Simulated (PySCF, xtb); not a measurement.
CH11NOSi3, SMILES [SiH2](O)C[SiH2]N[SiH3].

GFN2-xTB run with xtb at its own geometry gives an orbital gap of 5.11 eV and a dipole moment of 2.15 D.

Geometry: TPSSh-D3(BJ)/def2-SVP. The structure was generated by enumeration, and PubChem lists no compound with its InChIKey, so it may never have been made. The values are those of a single conformer.

### Question
What does PySCF with PBE/def2-TZVP give? (An estimate is asked for; the answer gives what the named calculation found.)

### Answer
gap 5.42 eV (levels -6.48 and -1.06 eV), dipole 2.31 D.
